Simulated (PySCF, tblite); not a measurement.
Isomers of C5H11OPS, one GFN2-xTB conformer each. Single-point energies are computed at PBE0/pcSseg-1 (PySCF, gas phase, no added dispersion term), electronic only.

**Question.** Rank them by PBE0/pcSseg-1 energy, lowest first (kcal/mol).
A. `[CH3:1][P:2]1(=[S:3])[CH2:4][CH2:5][O:6][CH2:7][CH2:8]1` with C1–P2–C4–C5 -162°, P2–C4–C5–O6 63°, C4–C5–O6–C7 -70°, C5–O6–C7–C8 70°
B. `[CH3:1][S:2][CH2:3][P:4]1(=[O:5])[CH2:6][CH2:7][CH2:8]1` with C1–S2–C3–P4 77°, S2–C3–P4–O5 -72°, C3–P4–C6–C7 -90°, P4–C6–C7–C8 -17°, C6–C7–C8–P4 17°, C3–P4–C8–C7 92°
C. `[OH:1][CH2:2][P:3]1[CH2:4][CH2:5][S:6][CH2:7][CH2:8]1` with H–O1–C2–P3 -61°, O1–C2–P3–C4 -170°, C2–P3–C4–C5 163°, P3–C4–C5–S6 -72°, C4–C5–S6–C7 62°, C5–S6–C7–C8 -62°
D. `[CH3:1][P:2]1(=[O:3])[CH2:4][CH2:5][S:6][CH2:7][CH2:8]1` with C1–P2–C4–C5 173°, P2–C4–C5–S6 -70°, C4–C5–S6–C7 67°, C5–S6–C7–C8 -67°
E. `[CH3:1][O:2][C@@H:3]1[CH2:4][CH2:5][CH2:6][P@H:7]1=[S:8]` with C1–O2–C3–C4 -171°, O2–C3–C4–C5 -86°, C3–C4–C5–C6 -51°, C4–C5–C6–P7 44°, C5–C6–P7–S8 -150°

**Answer.** D (0.0), A (4.3), E (20.4), B (20.7), C (30.4).

As drawn, the lowest has a P=O bond, which the highest lacks; the highest has an O–H bond, which the lowest lacks. Neighbours under 2.5 kcal/mol apart (CO[C@@H]1CCC[P@H]1=S and CSCP1(=O)CCC1) can change places with a better method, another conformer or zero-point energy. GFN2-xTB itself gives, in the same order: 0.0, 17.1, 19.0, 20.3, 47.4. Both levels put the same isomer lowest; measured from each level's own lowest isomer, the values differ by up to 17.0 kcal/mol (OCP1CCSCC1: 47.4 against 30.4).

**Question.** Which frontier levels, dipoles and rotational constants go with these structures?

**Answer.** 
```json
{"SMILES": "CP1(=O)CCSCC1", "HOMO (eV, PBE0/pcSseg-1)": "-6.58", "LUMO (eV)": "1.02", "dipole (D)": "3.12", "A, B, C (MHz)": "2537, 1110, 991.2"}
{"SMILES": "CP1(=S)CCOCC1", "HOMO (eV, PBE0/pcSseg-1)": "-6.49", "LUMO (eV)": "0.97", "dipole (D)": "3.75", "A, B, C (MHz)": "2052, 1165, 1088"}
{"SMILES": "CO[C@@H]1CCC[P@H]1=S", "HOMO (eV, PBE0/pcSseg-1)": "-6.37", "LUMO (eV)": "0.47", "dipole (D)": "3.77", "A, B, C (MHz)": "1721, 1324, 851.5"}
{"SMILES": "CSCP1(=O)CCC1", "HOMO (eV, PBE0/pcSseg-1)": "-6.45", "LUMO (eV)": "0.64", "dipole (D)": "2.80", "A, B, C (MHz)": "2715, 972.0, 854.3"}
{"SMILES": "OCP1CCSCC1", "HOMO (eV, PBE0/pcSseg-1)": "-6.42", "LUMO (eV)": "0.50", "dipole (D)": "1.58", "A, B, C (MHz)": "2999, 870.2, 745.0"}
```

**Question.** What happens when harmonic zero-point energies from GFN2-xTB frequencies are added?

**Answer.** 
| SMILES | ZPE (kcal/mol) | electronic (kcal/mol) | with ZPE (kcal/mol) |
| --- | --- | --- | --- |
| CP1(=O)CCSCC1 | 95.5 | 0.0 | 0.0 |
| CP1(=S)CCOCC1 | 96.0 | 4.3 | 4.8 |
| CO[C@@H]1CCC[P@H]1=S | 95.8 | 20.4 | 20.7 |
| CSCP1(=O)CCC1 | 95.0 | 20.7 | 20.2 |
| OCP1CCSCC1 | 95.6 | 30.4 | 30.5 |

The zero-point energies span 1.0 kcal/mol. The lowest isomer stays, but the order above it changes.
